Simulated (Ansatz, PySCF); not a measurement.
Pulling on the In1–H2 bond in H5InSi (SMILES [SiH3][InH2]) (multiplicity 1 held, fragments rigid). Energies count from the point at 1.738 Å.
Geometry at that point (charge 0, multiplicity 1):
```
atom    x (Å)    y (Å)    z (Å)
----  -------  -------  -------
In    -0.3267  -0.5521   0.0667
H      0.1466  -1.7044   1.2782
H     -1.6992  -0.9445  -0.9221
Si     0.9842   1.6663  -0.2068
H      0.7572   2.5307   0.9811
H      0.5786   2.4336  -1.4105
H      2.4442   1.4074  -0.2978
```

R- and RO- levels are restricted; in cc, def2 and unpolarised 6-31G sets they are followed outwards from rest. U- levels take the lowest unrestricted solution at each point, which mixes spins at long bonds. Levels need not reach the same state.

Rows in LANL2DZ carry no dispersion term and start afresh at each structure. LANL2DZ brings its own core potentials from Na on.

The values were computed with Ansatz (Gaussian orbitals); PySCF for LANL2DZ rows. Each number belongs to the level named beside it. In def2 rows elements past Kr take small-core potentials, without spin–orbit coupling.

Task: One of these levels gives 74.23 kcal/mol for the energy at R = 5.561 Å. Which?
A. R-B3LYP/def2-TZVPP
B. U-HF/LANL2DZ
C. U-B3LYP/LANL2DZ

Result: C, U-B3LYP/LANL2DZ. The others give 54.40 (U-HF/LANL2DZ), 101.30 (R-B3LYP/def2-TZVPP)

Doubts at one or more of the structures used: a spin-contaminated determinant (U-HF/LANL2DZ, U-B3LYP/LANL2DZ); a restricted determinant that unrestricted orbitals would lower (R-B3LYP/def2-TZVPP).

Ansatz is a quantum-chemistry and plane-wave program.
